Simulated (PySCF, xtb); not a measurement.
hexafluorodisilane (F6Si2), SMILES F[Si](F)(F)[Si](F)(F)F. The values are those of a single conformer.

Harmonic wavenumbers (cm⁻¹) from GFN2-xTB (xtb) at its own minimum, in rising order: 13, 108, 108, 155, 155, 203, 212, 212, 249, 249, 302, 520, 818, 921, 927, 928, 943, 943.

### Question
What does PBE0-D3(BJ)/def2-SVP in PySCF give at its own minimum? (Estimate from the structure and the level; the computed values follow.)

### Answer
23, 90, 90, 186, 186, 214, 292, 292, 322, 322, 384, 535, 820, 910, 993, 993, 1003, 1003. Paired by order, the mean absolute difference is 44 cm⁻¹ and the zero-point energies are 11.4 and 12.4 kcal/mol.
